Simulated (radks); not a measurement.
The numbers below are computed, except where a source is named.
All-electron atom: N III in [He] 2s2 2p1 (the NIST ground configuration). Code: a radial shooting solver on a logarithmic mesh with Libxc functionals. Model: Dirac Kohn-Sham, BLYP, spin-unpolarised, spherical densities, point nucleus; open shells fill j = l - 1/2 first. Some entries of the table are withheld. Estimate them.

orbital,occ.,eigenvalue (eV),<r> (bohr)
1s1/2,2,(1),0.2294
2s1/2,2,(2),1.172
2p1/2,1,(3),(4)
2p3/2,0,(5),(6)

Answer. 
(1) 1s1/2 eigenvalue (eV): -424.5709
(2) 2s1/2 eigenvalue (eV): -49.0527
(3) 2p1/2 eigenvalue (eV): -37.5729
(4) 2p1/2 <r> (bohr): 1.136
(5) 2p3/2 eigenvalue (eV): -37.5427
(6) 2p3/2 <r> (bohr): 1.137
